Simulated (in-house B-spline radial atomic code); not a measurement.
Configurations of Sc VIII (Sc7+), with energies counted from [Ne] 3s2 (3p1/2)2. Computed with an all-electron radial atomic-structure program (B-spline basis): Dirac-Hartree-Fock, average of each configuration as written, Fermi nucleus of rms radius 3.5459 fm. Energies include first-order Breit, QED and recoil terms.

Occupations are held fixed; configurations that lie above the ionisation limit could autoionise.

| configuration | E - E(ref) (eV) | highest orbital | its <r> (bohr) |
| --- | --- | --- | --- |
| [Ne] 3s2 (3p3/2)1 (5d5/2)1 | 117.46 | 5d5/2 | 3.873 |
| [Ne] 3s2 (3p1/2)1 7s1 | 133.13 | 7s1/2 | 7.406 |
| [Ne] 3s2 (3p3/2)1 (7d5/2)1 | 136.89 | 7d5/2 | 8.196 |
| [Ne] 3s1 (3p3/2)2 (7p1/2)1 | 158.39 | 7p1/2 | 7.729 |
| [He] 2s2 (2p1/2)1 (2p3/2)4 3s2 (3p1/2)2 6s1 | 528.8 | 6s1/2 | 5.177 |

(1) Order these further configurations by energy, lowest first.
A. [Ne] 3s2 (3p3/2)2
B. [Ne] 3s1 (3p1/2)1 (3p3/2)1 (4f5/2)1
C. [He] 2s2 (2p1/2)1 (2p3/2)4 3s2 (3p3/2)2 (7g7/2)1
D. [Ne] 3s2 (3p1/2)1 (4d3/2)1
E. [Ne] 3s2 (3p1/2)1 (3p3/2)1

(2) Is the reference the lowest configuration at this level of theory?

## Answers

(1) E (-0.57574 eV), A (0.52183 eV), D (93.258 eV), B (122.28 eV), C (540.76 eV).

(2) No: [Ne] 3s2 (3p1/2)1 (3p3/2)1 lies 0.5757 eV lower. Averages of configurations without correlation can order differently from the measured ground levels.
